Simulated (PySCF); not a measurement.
## How methods differ on the excitation energy of Bi

Bi [Xe] 4f14 5d10 6s2 6p3 (4S) → Bi [Xe] 4f14 5d10 6s2 6p2 6d1 (high-spin determinant), as a difference of total energies. All numbers are calculated (PySCF 2.14, scalar relativity by spin-free X2C-1e, in aug-cc-pwCVTZ-DK3 (11s10p8d5f1g, 125 functions)). Correlated levels: valence: [Xe] 4f14 5d10 frozen. The calculations carry no spin-orbit coupling.

```json
{"method": "UHF", "excitation energy (eV)": "7.145"}
{"method": "MP2 (valence)", "excitation energy (eV)": "7.214"}
{"method": "SCS-MP2 (valence)", "excitation energy (eV)": "7.194"}
{"method": "CCSD (valence)", "excitation energy (eV)": "7.126"}
{"method": "CCSD(T) (valence)", "excitation energy (eV)": "7.104"}
```

Problem. How much does correlation contribute at CCSD(T) (valence)?

Solution. 7.104 − (7.145) = -0.041 eV, measured against UHF.

Spin-orbit coupling is strong in these open shells (close to jj coupling). The scalar numbers leave it out and a first-order estimate fails, so it can dominate the gap to the real levels.

The promoted electron is Rydberg-like, and one or two diffuse shells describe it only roughly, which tends to raise the upper state.

The coupled-cluster amplitudes are large for the upper state (T1 above 0.03 or a double amplitude above 0.15), so a single reference is strained.

The determinant of the upper state mixes LS terms, which raises its energy above the lowest term, most at the Hartree-Fock and MP2 levels.
